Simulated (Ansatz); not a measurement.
Ansatz (a quantum-chemistry and plane-wave program) input (B3LYP-D3(BJ)/def2-TZVP):

Ansatz 0.2 input:
```yaml
crystal:
  periodic: [false, false, false]
  atoms:
    - {symbol: Si, position_ang: [-0.10940145, -0.24148419, 0.37855235]}
    - {symbol: Cl, position_ang: [0.15341752, -1.04357420, 2.23869839]}
    - {symbol: C, position_ang: [-1.73398378, -0.81315961, -0.28449149]}
    - {symbol: C, position_ang: [1.34796526, -0.80786744, -0.72298971]}
    - {symbol: C, position_ang: [-0.03767338, 1.66295826, 0.53203403]}
    - {symbol: H, position_ang: [-2.37859635, -1.48642498, 0.25213773]}
    - {symbol: H, position_ang: [-2.10781353, -0.49666805, -1.24173715]}
    - {symbol: H, position_ang: [1.40228171, -1.89080105, -0.77672655]}
    - {symbol: H, position_ang: [2.29561944, -0.44745327, -0.33320657]}
    - {symbol: H, position_ang: [1.23786382, -0.42996296, -1.73405875]}
    - {symbol: H, position_ang: [-0.20932900, 2.13435911, -0.43002058]}
    - {symbol: H, position_ang: [-0.79109715, 2.03095327, 1.22161157]}
    - {symbol: H, position_ang: [0.93217084, 1.99042552, 0.89544953]}
basis:
  gaussian:
    orbitals: def2-TZVP
hamiltonian:
  xc: b3lyp
  dispersion: d3bj
magnetization: {spin_polarized: true, initial_magnetization: 1}
relax: {f_tol: 0.002, max_steps: 150}
```

Output:

```
Functional definition: B3LYP
integrals: 0.16 GiB planned
1416 factors; their error is unknown
0.29 GiB of the device are held for the grids
1.24 GiB of device memory are held for the factors and their scratch space
mean field: 1.32 GiB planned
mean field evaluation 1: about -23630.8974 eV, gradient 5.7e1 eV
mean field evaluation 2: about -23624.3120 eV, gradient 6.3e1 eV
mean field evaluation 4: about -23645.6101 eV, gradient 3.5e0 eV
mean field evaluation 8: about -23645.6604 eV, gradient 4.3e-2 eV
mean field evaluation 16: about -23645.6980 eV, gradient 1.5e-4 eV
mean field -23645.69798609 eV, -868.9633733591 hartree, gradient 2.1e-5 eV, S^2 0.753544; 0 other end points of the search recorded, 0 dependent functions left out
the calculation of the forces begins
reference -23645.69829172 eV, -868.9633845906 hartree; 29, 28 occupied and 186, 187 virtual orbitals, 1416 factors
relax step   1: F+E_penalty+E_count = -23646.26294386 eV  Δ(F+E_penalty+E_count) = +0.000e0 eV  max|allowed force component| = 1.064e0 eV/Å  Δτ_max = 0.0000 Å  (31 SCF iters, accepted)
these checks for a lower state are left out or cut short: starts, cluster_reference, orbital_swaps, neighbouring_geometries, increment
integrals: 0.16 GiB planned
1416 factors; their error is unknown
0.29 GiB of the device are held for the grids
1.24 GiB of device memory are held for the factors and their scratch space
mean field: 1.32 GiB planned
mean field -23645.74693338 eV, -868.9651721389 hartree, gradient 1.5e-5 eV, S^2 0.753549; 0 other end points of the search recorded, 0 dependent functions left out
the calculation of the forces begins
reference -23645.74723815 eV, -868.9651833387 hartree; 29, 28 occupied and 186, 187 virtual orbitals, 1416 factors
relax step   2: F+E_penalty+E_count = -23646.31407322 eV  Δ(F+E_penalty+E_count) = -5.113e-2 eV  max|allowed force component| = 3.806e-1 eV/Å  Δτ_max = 0.0327 Å  (32 SCF iters, accepted)
these checks for a lower state are left out or cut short: starts, cluster_reference, orbital_swaps, neighbouring_geometries, increment
integrals: 0.16 GiB planned
1416 factors; their error is unknown
0.29 GiB of the device are held for the grids
1.24 GiB of device memory are held for the factors and their scratch space
mean field: 1.32 GiB planned
mean field evaluation 32: about -23645.7515 eV, gradient 1.5e-5 eV
mean field -23645.75150306 eV, -868.9653400715 hartree, gradient 1.5e-5 eV, S^2 0.753542; 0 other end points of the search recorded, 0 dependent functions left out
the calculation of the forces begins
reference -23645.75180703 eV, -868.9653512420 hartree; 29, 28 occupied and 186, 187 virtual orbitals, 1416 factors
relax step   3: F+E_penalty+E_count = -23646.32191502 eV  Δ(F+E_penalty+E_count) = -7.842e-3 eV  max|allowed force component| = 3.704e-2 eV/Å  Δτ_max = 0.0225 Å  (33 SCF iters, accepted)
these checks for a lower state are left out or cut short: starts, cluster_reference, orbital_swaps, neighbouring_geometries, increment
integrals: 0.16 GiB planned
1416 factors; their error is unknown
0.29 GiB of the device are held for the grids
1.24 GiB of device memory are held for the factors and their scratch space
mean field: 1.32 GiB planned
mean field -23645.75253684 eV, -868.9653780623 hartree, gradient 1.4e-5 eV, S^2 0.753541; 0 other end points of the search recorded, 0 dependent functions left out
the calculation of the forces begins
reference -23645.75284087 eV, -868.9653892350 hartree; 29, 28 occupied and 186, 187 virtual orbitals, 1416 factors
relax step   4: F+E_penalty+E_count = -23646.32245095 eV  Δ(F+E_penalty+E_count) = -5.359e-4 eV  max|allowed force component| = 1.605e-2 eV/Å  Δτ_max = 0.0071 Å  (34 SCF iters, accepted)
these checks for a lower state are left out or cut short: starts, cluster_reference, orbital_swaps, neighbouring_geometries, increment
integrals: 0.16 GiB planned
1416 factors; their error is unknown
[...]
0.28 GiB of the device are held for the grids
1.24 GiB of device memory are held for the factors and their scratch space
mean field: 1.32 GiB planned
mean field -23645.76976627 eV, -868.9660112319 hartree, gradient 1.7e-5 eV, S^2 0.753451; 0 other end points of the search recorded, 0 dependent functions left out
the calculation of the forces begins
reference -23645.77006874 eV, -868.9660223476 hartree; 29, 28 occupied and 186, 187 virtual orbitals, 1416 factors
relax step  39: F+E_penalty+E_count = -23646.33964575 eV  Δ(F+E_penalty+E_count) = -2.136e-4 eV  max|allowed force component| = 3.111e-2 eV/Å  Δτ_max = 0.0383 Å  (32 SCF iters, accepted)
these checks for a lower state are left out or cut short: starts, cluster_reference, orbital_swaps, neighbouring_geometries, increment
integrals: 0.16 GiB planned
1416 factors; their error is unknown
0.29 GiB of the device are held for the grids
1.24 GiB of device memory are held for the factors and their scratch space
mean field: 1.32 GiB planned
mean field evaluation 288: about -23645.7701 eV, gradient 1.7e-4 eV
mean field -23645.77006817 eV, -868.9660223267 hartree, gradient 1.7e-5 eV, S^2 0.753457; 0 other end points of the search recorded, 0 dependent functions left out
the calculation of the forces begins
reference -23645.77037069 eV, -868.9660334440 hartree; 29, 28 occupied and 186, 187 virtual orbitals, 1416 factors
relax step  40: F+E_penalty+E_count = -23646.33992096 eV  Δ(F+E_penalty+E_count) = -2.752e-4 eV  max|allowed force component| = 4.751e-2 eV/Å  Δτ_max = 0.0405 Å  (32 SCF iters, accepted)
these checks for a lower state are left out or cut short: starts, cluster_reference, orbital_swaps, neighbouring_geometries, increment
integrals: 0.16 GiB planned
1416 factors; their error is unknown
0.29 GiB of the device are held for the grids
1.24 GiB of device memory are held for the factors and their scratch space
mean field: 1.32 GiB planned
mean field -23645.77020168 eV, -868.9660272332 hartree, gradient 1.5e-5 eV, S^2 0.753453; 0 other end points of the search recorded, 0 dependent functions left out
the calculation of the forces begins
reference -23645.77050420 eV, -868.9660383503 hartree; 29, 28 occupied and 186, 187 virtual orbitals, 1416 factors
relax step  41: F+E_penalty+E_count = -23646.34005437 eV  Δ(F+E_penalty+E_count) = -1.334e-4 eV  max|allowed force component| = 3.659e-2 eV/Å  Δτ_max = 0.0108 Å  (32 SCF iters, accepted)
these checks for a lower state are left out or cut short: starts, cluster_reference, orbital_swaps, neighbouring_geometries, increment
integrals: 0.16 GiB planned
1416 factors; their error is unknown
0.29 GiB of the device are held for the grids
1.24 GiB of device memory are held for the factors and their scratch space
mean field: 1.32 GiB planned
mean field -23645.77037564 eV, -868.9660336260 hartree, gradient 1.6e-5 eV, S^2 0.753449; 0 other end points of the search recorded, 0 dependent functions left out
the calculation of the forces begins
reference -23645.77067823 eV, -868.9660447458 hartree; 29, 28 occupied and 186, 187 virtual orbitals, 1416 factors
relax step  42: F+E_penalty+E_count = -23646.34021299 eV  Δ(F+E_penalty+E_count) = -1.586e-4 eV  max|allowed force component| = 1.805e-2 eV/Å  Δτ_max = 0.0311 Å  (32 SCF iters, accepted)
these checks for a lower state are left out or cut short: starts, cluster_reference, orbital_swaps, neighbouring_geometries, increment
integrals: 0.16 GiB planned
1416 factors; their error is unknown
0.29 GiB of the device are held for the grids
1.24 GiB of device memory are held for the factors and their scratch space
mean field: 1.32 GiB planned
mean field -23645.77031076 eV, -868.9660312416 hartree, gradient 1.8e-5 eV, S^2 0.753445; 0 other end points of the search recorded, 0 dependent functions left out
the calculation of the forces begins
reference -23645.77061354 eV, -868.9660423687 hartree; 29, 28 occupied and 186, 187 virtual orbitals, 1416 factors
relax step  43: F+E_penalty+E_count = -23646.34017626 eV  Δ(F+E_penalty+E_count) = +3.673e-5 eV  max|allowed force component| = 2.983e-2 eV/Å  Δτ_max = 0.0435 Å  (32 SCF iters, rejected (line search))
these checks for a lower state are left out or cut short: starts, cluster_reference, orbital_swaps, neighbouring_geometries, increment
integrals: 0.16 GiB planned
1416 factors; their error is unknown
0.29 GiB of the device are held for the grids
1.24 GiB of device memory are held for the factors and their scratch space
mean field: 1.32 GiB planned
mean field -23645.77044735 eV, -868.9660362611 hartree, gradient 1.6e-5 eV, S^2 0.753447; 0 other end points of the search recorded, 0 dependent functions left out
the calculation of the forces begins
reference -23645.77075002 eV, -868.9660473840 hartree; 29, 28 occupied and 186, 187 virtual orbitals, 1416 factors
relax step  44: F+E_penalty+E_count = -23646.34028231 eV  Δ(F+E_penalty+E_count) = -6.932e-5 eV  max|allowed force component| = 7.198e-3 eV/Å  Δτ_max = 0.0212 Å  (33 SCF iters, accepted)
these checks for a lower state are left out or cut short: starts, cluster_reference, orbital_swaps, neighbouring_geometries, increment
integrals: 0.16 GiB planned
1416 factors; their error is unknown
0.29 GiB of the device are held for the grids
1.24 GiB of device memory are held for the factors and their scratch space
mean field: 1.32 GiB planned
mean field evaluation 320: about -23645.7294 eV, gradient 6.4e-1 eV
mean field -23645.77047342 eV, -868.9660372191 hartree, gradient 1.5e-5 eV, S^2 0.753447; 0 other end points of the search recorded, 0 dependent functions left out
the calculation of the forces begins
reference -23645.77077622 eV, -868.9660483471 hartree; 29, 28 occupied and 186, 187 virtual orbitals, 1416 factors
relax step  45: F+E_penalty+E_count = -23646.34031601 eV  Δ(F+E_penalty+E_count) = -3.370e-5 eV  max|allowed force component| = 8.972e-3 eV/Å  Δτ_max = 0.0256 Å  (32 SCF iters, accepted)
these checks for a lower state are left out or cut short: starts, cluster_reference, orbital_swaps, neighbouring_geometries, increment
integrals: 0.16 GiB planned
1416 factors; their error is unknown
0.29 GiB of the device are held for the grids
1.24 GiB of device memory are held for the factors and their scratch space
mean field: 1.32 GiB planned
mean field -23645.77047479 eV, -868.9660372698 hartree, gradient 1.8e-5 eV, S^2 0.753446; 0 other end points of the search recorded, 0 dependent functions left out
the calculation of the forces begins
reference -23645.77077763 eV, -868.9660483986 hartree; 29, 28 occupied and 186, 187 virtual orbitals, 1416 factors
relax step  46: F+E_penalty+E_count = -23646.34032084 eV  Δ(F+E_penalty+E_count) = -4.828e-6 eV  max|allowed force component| = 2.571e-3 eV/Å  Δτ_max = 0.0050 Å  (25 SCF iters, accepted)
these checks for a lower state are left out or cut short: starts, cluster_reference, orbital_swaps, neighbouring_geometries, increment
integrals: 0.16 GiB planned
1416 factors; their error is unknown
0.29 GiB of the device are held for the grids
1.24 GiB of device memory are held for the factors and their scratch space
mean field: 1.32 GiB planned
mean field -23645.77047561 eV, -868.9660372998 hartree, gradient 2.4e-5 eV, S^2 0.753446; 0 other end points of the search recorded, 0 dependent functions left out
the calculation of the forces begins
reference -23645.77077847 eV, -868.9660484295 hartree; 29, 28 occupied and 186, 187 virtual orbitals, 1416 factors
relax step  47: F+E_penalty+E_count = -23646.34032201 eV  Δ(F+E_penalty+E_count) = -1.172e-6 eV  max|allowed force component| = 9.396e-4 eV/Å  Δτ_max = 0.0041 Å  (25 SCF iters, accepted)
integrals: 0.16 GiB planned
1416 factors; their error is unknown
0.29 GiB of the device are held for the grids
1.24 GiB of device memory are held for the factors and their scratch space
mean field: 1.32 GiB planned
mean field evaluation 352: about -23645.7705 eV, gradient 4.9e-3 eV
mean field -23645.77047561 eV, -868.9660372998 hartree, gradient 2.9e-5 eV, S^2 0.753446; 1 other end points of the search recorded, 0 dependent functions left out
the calculation of the forces begins
reference -23645.77077847 eV, -868.9660484295 hartree; 29, 28 occupied and 186, 187 virtual orbitals, 1416 factors
Total energy: -23646.34062486 eV, -868.9869898983 hartree
Atom 0 at    -0.081248    -0.174065     0.340724 Å, force     0.000196     0.000143     0.000927 eV/Å
Atom 1 at     0.131777    -0.884363     2.303477 Å, force     0.000117     0.000042    -0.000139 eV/Å
Atom 2 at    -1.701098    -0.771239    -0.290303 Å, force     0.000061     0.000630    -0.000297 eV/Å
Atom 3 at     1.332213    -0.880210    -0.648898 Å, force     0.000212     0.000039    -0.000304 eV/Å
Atom 4 at    -0.034362     1.687653     0.428913 Å, force     0.000200     0.000070    -0.000940 eV/Å
Atom 5 at    -1.821156    -1.733503    -0.776018 Å, force    -0.000551    -0.000100     0.000020 eV/Å
Atom 6 at    -2.625766    -0.225427    -0.137305 Å, force     0.000173    -0.000639    -0.000125 eV/Å
Atom 7 at     1.293839    -1.970772    -0.658737 Å, force    -0.000152    -0.000022     0.000083 eV/Å
Atom 8 at     2.291064    -0.579816    -0.223025 Å, force    -0.000048    -0.000040     0.000071 eV/Å
Atom 9 at     1.289795    -0.527254    -1.682165 Å, force     0.000005    -0.000095     0.000071 eV/Å
Atom 10 at    -0.118938     2.120164    -0.570989 Å, force    -0.000042     0.000217     0.000229 eV/Å
Atom 11 at    -0.856390     2.069398     1.036715 Å, force    -0.000100    -0.000241     0.000226 eV/Å
Atom 12 at     0.901695     2.030735     0.872863 Å, force    -0.000072    -0.000003     0.000176 eV/Å
Dipole moment:    -0.045445     0.151132    -0.417926 e Å
```

It need not be the lowest isomer of its formula.
